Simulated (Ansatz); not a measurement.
`[NH2][Zr]([Cl])([Cl])[Cl]` from Hartree–Fock to CCSD(T)

Cartesian coordinates in Å:
```
N -0.911 0.881 0.136
Zr 0.505 -0.497 -0.103
Cl -0.553 -2.456 -0.811
Cl 2.062 0.369 -1.614
Cl 1.547 -0.871 1.963
H -0.775 1.881 0.054
H -1.876 0.692 0.376
```

Charge 0, multiplicity 1. Correlated methods include outer-core shells of Zr, which these sets cover unevenly. Zr takes the def2 core potential. All single points use the PBE0-D4/def2-TZVP geometry. It is one conformer, not always the lowest. Frozen core, restricted reference, Ansatz 0.2.0.

| basis | HF (Eh) | MP2 corr. |
| --- | --- | --- |
| def2-SVP | -1480.46415 | -0.81109 |
| def2-TZVPP | -1481.01373 | -1.12689 |
| def2-QZVPP | -1481.05890 | -1.25225 |

(1) Estimate the CCSD correlation energy and the (T) correction in each basis where they were run (hartree).

Answers

(1) 
```
     basis  CCSD corr.       (T)
  def2-SVP    -0.84756  -0.02737
def2-TZVPP    -1.16942  -0.05484
```
